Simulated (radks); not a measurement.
Question: Radial electron density D(r) = 4 pi r^2 rho(r) of an atom or ion with 15 electrons. Calculated with a radial shooting solver on a logarithmic mesh with Libxc functionals: scalar-relativistic Kohn-Sham, r2SCAN, spin-polarised, spherical densities, finite nucleus; meta-GGA in the generalised Kohn-Sham scheme; Fermi nuclear charge, rms radius of each element as measured or else 0.836 A^(1/3) + 0.57 fm.

r (bohr),D(r) (e/bohr),spin D(r)
0.01385,4.262,0.00111
0.01587,5.236,0.00170
0.01818,6.372,0.00263
0.02083,7.672,0.00412
0.02386,9.126,0.00647
0.02734,10.71,0.0102
0.03132,12.36,0.0161
0.03588,14.02,0.0253
0.04111,15.57,0.0397
0.0471,16.90,0.0616
0.05396,17.88,0.0948
0.06182,18.37,0.144
0.07083,18.29,0.216
0.0805,17.68,0.311
0.09223,16.52,0.449
0.1057,15.03,0.633
0.1211,13.47,0.872
0.1387,12.18,1.17
0.1589,11.50,1.51
0.182,11.60,1.88
0.2086,12.48,2.25
0.2389,13.88,2.56
0.2738,15.32,2.75
0.3136,16.24,2.76
0.3593,16.17,2.57
0.4117,14.91,2.19
0.4717,12.59,1.71
0.5404,9.712,1.24
0.6191,6.905,0.902
0.7036,4.861,0.808
0.8061,3.630,0.972
0.9236,3.318,1.34
1.058,3.577,1.80
1.212,3.898,2.16
1.389,3.897,2.25
1.591,3.451,2.05
1.823,2.669,1.63
2.089,1.795,1.13
2.393,1.057,0.697
2.741,0.5740,0.410
3.141,0.3427,0.281
3.598,0.2758,0.257
4.123,0.2739,0.269
4.723,0.2680,0.267
5.411,0.2280,0.228
6.15,0.1653,0.165
7.046,0.09535,0.0954
8.073,0.04331,0.0433
9.249,0.01522,0.0152
10.6,0.004059,0.00406
12.14,0.0008034,0.000803
13.91,0.0001150,0.000115

What is the nuclear charge?

Answer: Z = 16. The innermost maximum, from 1s, lies near gamma/Z bohr with gamma = sqrt(1 - (Z/c)^2) = 0.993, here 0.0621 bohr (found: 0.0649), and its height grows with Z. The density is that of the sulfur ion S+ in [He] 2s2 2p5 3s2 3p3 4p1; the configuration itself is not fixed sharply by these data, and Z only to about a unit. D(r) has 4 maxima, at r = 0.0649, 0.334, 1.30, 4.29 bohr, and minima at 0.167, 0.916, 3.84 bohr, inside which lie 2.19, 9.32, 14.21 electrons.
